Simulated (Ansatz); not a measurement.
One geometry of Li8Cl8 (started as a model of: 1x4x4 LiCl rock-salt block), several levels of theory.

```yaml
crystal:
  periodic: [false, false, false]
  atoms:
    - {symbol: Li, position_ang: [-0.006123, -3.060921, -3.059524]}
    - {symbol: Cl, position_ang: [-0.665504, -3.362318, -0.990052]}
    - {symbol: Li, position_ang: [0.239337, -3.161848, 1.117323]}
    - {symbol: Cl, position_ang: [-0.219669, -3.257571, 3.257406]}
    - {symbol: Cl, position_ang: [0.653801, -0.991890, -3.362970]}
    - {symbol: Li, position_ang: [-0.004962, -1.062512, -1.062868]}
    - {symbol: Cl, position_ang: [1.213883, -0.944239, 0.941038]}
    - {symbol: Li, position_ang: [0.244380, -1.118586, 3.160962]}
    - {symbol: Li, position_ang: [-0.241578, 1.119167, -3.161135]}
    - {symbol: Cl, position_ang: [-1.216130, 0.946358, -0.943482]}
    - {symbol: Li, position_ang: [0.000273, 1.062802, 1.062451]}
    - {symbol: Cl, position_ang: [-0.655260, 0.990772, 3.363761]}
    - {symbol: Cl, position_ang: [0.226477, 3.257357, -3.257045]}
    - {symbol: Li, position_ang: [-0.237992, 3.162182, -1.118027]}
    - {symbol: Cl, position_ang: [0.662640, 3.361913, 0.990913]}
    - {symbol: Li, position_ang: [0.006447, 3.059325, 3.061259]}
basis:
  gaussian: {orbitals: def2-TZVP, initial_orbitals: start.molden}
hamiltonian: {xc: r2scan, dispersion: d4}
scf: {omitted_lower_state_checks: [starts]}
output: {forces: true, orbitals: {seedname: orbitals}}
```

The file start.molden holds the orbitals of an earlier run on this structure, at another level or in another basis.

```sh
$ ansatz run in.yaml --threads 4 --pin off --events-out ev --progress --plain --max-ram 6963MiB
```

Shortened log:

```
Functional definition: r2SCAN
3080 factors; their error is unknown
mean field evaluation 1: about -101842.5536 eV, gradient 1.7e1 eV
mean field evaluation 2: about -101842.6235 eV, gradient 1.2e-1 eV
mean field evaluation 4: about -101842.6065 eV, gradient 1.7e-4 eV
mean field -101842.60651514 eV, -3742.6467580333 hartree, gradient 2.7e-5 eV, S^2 0.000000; 0 other end points of the search recorded, 0 dependent functions left out
reference -101842.60654554 eV, -3742.6467591506 hartree; 80, 80 occupied and 328, 328 virtual orbitals, 3080 factors
Total energy: -101842.76599977 eV, -3742.6526189852 hartree
Atom 0 at    -0.006123    -3.060921    -3.059524 Å, force    -0.000005    -0.018898    -0.019303 eV/Å
Atom 1 at    -0.665504    -3.362318    -0.990052 Å, force    -0.016191    -0.027802    -0.010609 eV/Å
Atom 2 at     0.239337    -3.161848     1.117323 Å, force     0.009114     0.004328     0.017592 eV/Å
Atom 3 at    -0.219669    -3.257571     3.257406 Å, force    -0.007119    -0.043566     0.043615 eV/Å
Atom 4 at     0.653801    -0.991890    -3.362970 Å, force     0.016462    -0.011510    -0.028312 eV/Å
Atom 5 at    -0.004962    -1.062512    -1.062868 Å, force    -0.000127    -0.011869    -0.012431 eV/Å
Atom 6 at     1.213883    -0.944239     0.941038 Å, force     0.014689    -0.007663     0.007721 eV/Å
Atom 7 at     0.244380    -1.118586     3.160962 Å, force     0.008971    -0.017627    -0.004408 eV/Å
Atom 8 at    -0.241578     1.119167    -3.161135 Å, force    -0.009119     0.018128     0.003614 eV/Å
Atom 9 at    -1.216130     0.946358    -0.943482 Å, force    -0.014929     0.006660    -0.006724 eV/Å
Atom 10 at     0.000273     1.062802     1.062451 Å, force    -0.000043     0.012300     0.012061 eV/Å
Atom 11 at    -0.655260     0.990772     3.363761 Å, force    -0.016196     0.010688     0.027934 eV/Å
Atom 12 at     0.226477     3.257357    -3.257045 Å, force     0.006855     0.042880    -0.042901 eV/Å
Atom 13 at    -0.237992     3.162182    -1.118027 Å, force    -0.009139    -0.003546    -0.018310 eV/Å
Atom 14 at     0.662640     3.361913     0.990913 Å, force     0.016662     0.028289     0.011634 eV/Å
Atom 15 at     0.006447     3.059325     3.061259 Å, force     0.000114     0.019208     0.018828 eV/Å
Dipole moment:    -0.000278    -0.000559     0.000646 e Å
Checks for a lower state left out: starts
```

Run time 24 s (4 threads of Intel Xeon on a shared host), peak host memory 1.3 GiB.

First input, but with `gaussian: {orbitals: def2-SVP, initial_orbitals: start.molden}`, `correlation: {method: mp2}`, `output: {orbitals: {seedname: orbitals}}` and without the key `hamiltonian` (abridged; 9 s):

```
Functional definition: HF
mean field -101649.08855812 eV, -3735.5351042842 hartree, gradient 3.8e-6 eV, S^2 0.000000
40 core orbitals not correlated: weight in the atoms' cores, before any rotation towards them, 1.000 or more for the frozen orbitals, at most 0.000 for the correlated occupied ones
second order -31.76152641 eV of doubles, -0.00000000 eV of singles
Total energy: -101680.85008454 eV, -3736.7023188512 hartree
Checks for a lower state left out: starts
```

The first input with `gaussian: {orbitals: def2-SVP, initial_orbitals: start.molden}`, `hamiltonian: {xc: pbe, dispersion: d4}`, `output: {orbitals: {seedname: orbitals}}` (abridged; 6.5 s):

```
Functional definition: PBE
mean field -101768.92679786 eV, -3739.9390783654 hartree, gradient 2.0e-5 eV, S^2 0.000000
Total energy: -101769.46010928 eV, -3739.9586771984 hartree
Checks for a lower state left out: starts
```

Geometry: PBE0-D4/def2-SVP.

Correlated methods freeze 40 core orbitals; core or outer-core shells of Li are correlated, in sets that lack core-valence functions.
